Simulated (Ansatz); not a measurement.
A trace of molecular dynamics of CH$_{6}$AlNO$_{2}$ (11 atoms, charge 0, multiplicity 1).

These are results of Ansatz, UKS PBE/6-31G, not measurements.

```
ensemble                      : NVE (velocity Verlet)
starting velocities drawn for : 600 K
seed                          : 30882
```

```
time (fs)  T (K)  potential energy less start (eV)  conserved less start (meV/atom)
      0.0    600                             0.000                             0.00
      3.0    566                             0.043                             0.27
      6.0   1061                            -0.537                            -0.10
      9.0   1283                            -0.795                             0.04
     12.0   1344                            -0.864                             0.13
     15.0   1726                            -1.309                             0.00
     18.0   1964                            -1.586                             0.09
     21.0   1683                            -1.261                            -0.06
     24.0   1189                            -0.683                             0.22
     27.0   1356                            -0.878                             0.09
     30.0   1734                            -1.321                            -0.17
     33.0   1818                            -1.417                             0.06
     36.0   1916                            -1.533                            -0.18
     39.0   1931                            -1.552                            -0.27
     42.0   1757                            -1.344                             0.16
     45.0   1842                            -1.447                            -0.26
     48.0   1314                            -0.827                             0.39
     51.0   1329                            -0.847                             0.05
     54.0   1451                            -0.991                            -0.02
     57.0   1481                            -1.024                             0.05
     60.0   1443                            -0.982                            -0.08
     63.0   1444                            -0.980                             0.17
     66.0   1795                            -1.392                            -0.16
     69.0   1706                            -1.288                            -0.14
     72.0   1423                            -0.955                             0.17
     75.0   1590                            -1.153                            -0.17
```

Question: Can this run be trusted? Judge the integration.

Answer: The conserved energy stayed within 0.42 meV per atom of its start (net change -0.17 meV per atom), so the integration is sound. The kinetic energy rose, since the run started high on the potential surface and went downhill. A run of 0.075 ps of so small a system gives no equilibrium averages. The orbitals stay closed-shell, which can raise the energy where a bond breaks towards radicals; this wasn't checked here. Limits of this set-up: no polarisation functions. The time step was 0.5 fs.

The run took 18 min on 1 thread of Arm Neoverse N1 (shared host), peak memory 0.14 GiB.
